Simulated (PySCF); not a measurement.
A small calculation by hand: entropy of an ideal gas

B(H)(Cl)(OMe) (CH4BClO), SMILES COBCl.

Geometry optimised at PBE0-D3(BJ)/def2-SVP. One conformer was computed; it need not be the lowest.

PBE0-D3(BJ)/def2-SVP run with PySCF 2.14.0 gives the harmonic wavenumbers 131, 167, 248, 392, 846, 869, 1033, 1132, 1187, 1195, 1410, 1469, 1475, 1506, 2639, 3050, 3153, 3161 cm⁻¹ and the rotational temperatures 2.1203, 0.1197, 0.1150 K. The molar mass is 78.30 g/mol, the symmetry number 1, the spin multiplicity 1.

Work out the entropy at 298.15 K and 1 atm in the rigid-rotor, harmonic-oscillator model.


Translation (Sackur–Tetrode at 1 atm): S = R[1.5 ln M + 2.5 ln T − 1.16487] = 163.1 J/(mol K).
Rotation: q = (√π/σ) T^1.5/√(θA θB θC) = 53400, S = R[ln q + 3/2] = 103.0 J/(mol K).
Vibration: with u = 1.4388 ν/T, each mode gives R[u/(e^u − 1) − ln(1 − e^−u)]:
```json
[
 {"ν (cm⁻¹)": "131", "modes": "1", "u": "0.63", "S (J/(mol K))": "12.26"},
 {"ν (cm⁻¹)": "167", "modes": "1", "u": "0.81", "S (J/(mol K))": "10.33"},
 {"ν (cm⁻¹)": "248", "modes": "1", "u": "1.20", "S (J/(mol K))": "7.30"},
 {"ν (cm⁻¹)": "392", "modes": "1", "u": "1.89", "S (J/(mol K))": "4.15"},
 {"ν (cm⁻¹)": "846", "modes": "1", "u": "4.08", "S (J/(mol K))": "0.72"},
 {"ν (cm⁻¹)": "869", "modes": "1", "u": "4.19", "S (J/(mol K))": "0.66"},
 {"ν (cm⁻¹)": "1033", "modes": "1", "u": "4.98", "S (J/(mol K))": "0.34"},
 {"ν (cm⁻¹)": "1132", "modes": "1", "u": "5.46", "S (J/(mol K))": "0.23"},
 {"ν (cm⁻¹)": "1187", "modes": "1", "u": "5.73", "S (J/(mol K))": "0.18"},
 {"ν (cm⁻¹)": "1195", "modes": "1", "u": "5.77", "S (J/(mol K))": "0.18"},
 {"ν (cm⁻¹)": "1410", "modes": "1", "u": "6.80", "S (J/(mol K))": "0.07"},
 {"ν (cm⁻¹)": "1469", "modes": "1", "u": "7.09", "S (J/(mol K))": "0.06"},
 {"ν (cm⁻¹)": "1475", "modes": "1", "u": "7.12", "S (J/(mol K))": "0.05"},
 {"ν (cm⁻¹)": "1506", "modes": "1", "u": "7.27", "S (J/(mol K))": "0.05"}
]
```
The stiffer modes add less than 0.005 each. Sum 36.6 J/(mol K).
Spin: R ln 1 = 0.0 J/(mol K).
Total 302.7 J/(mol K); the program's own thermochemistry gives 302.7. Translation makes up 54 % and vibration 12 %. Anharmonicity, hindered rotation and orbital degeneracy are left out.
